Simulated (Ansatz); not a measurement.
A thermochemical cycle in electronic energies (no zero-point or thermal terms), species as SMILES, kcal/mol. Geometries: B3LYP-D3(BJ)/def2-TZVP minima from Ansatz (a first-principles code). Correlated levels leave the core frozen unless marked. Open shells are spin-unrestricted. Spin-orbit coupling is left out. Frozen are the shells of the preceding noble gas and the d and f shells that filled before the atom's block. No relativistic terms. Basis-set limits of correlation are two-point, X^-3; Hartree-Fock from the larger set. [CCSD(T)-MP2]/basis is that difference in the basis named. Anions need diffuse functions, of which def2-TZVPD holds fewer than the aug- sets.

```
step                                                    RI-MP2/CBS(aug-cc-pVTZ,aug-cc-pVQZ)+[CCSD(T)-MP2]/aug-cc-pVTZ (Ansatz)  r2SCAN-D4/def2-TZVPD (Ansatz + dftd4)
------------------------------------------------------  ----------------------------------------------------------------------  -------------------------------------
bond energy D: [GeH4] (GeH4) -> [GeH3] (GeH3) + H atom                                                                    89.7                                   86.9
deprotonation energy A: [GeH4] (GeH4) → [GeH3-] + H+                                                                     368.0                                  368.0
ionisation of the H atom at the same level, IE                                                                           313.7                                  313.7
```

Question: Find the electron affinity EA, positive where the anion is bound: [GeH3] (GeH3) + e- → [GeH3-].

Answer: Breaking the bond, ionising the H atom and attaching the electron to the radical add up to the deprotonation, A = D + IE - EA. At RI-MP2/CBS(aug-cc-pVTZ,aug-cc-pVQZ)+[CCSD(T)-MP2]/aug-cc-pVTZ: EA = D + IE - A = 89.7 + 313.7 - 368.0 = 35.4. At r2SCAN-D4/def2-TZVPD: EA = D + IE - A = 86.9 + 313.7 - 368.0 = 32.6. The functional differs from the first level by -2.8 in D, -2.8 in EA and +0.0 in A; for EA and A the gap mixes functional and basis.
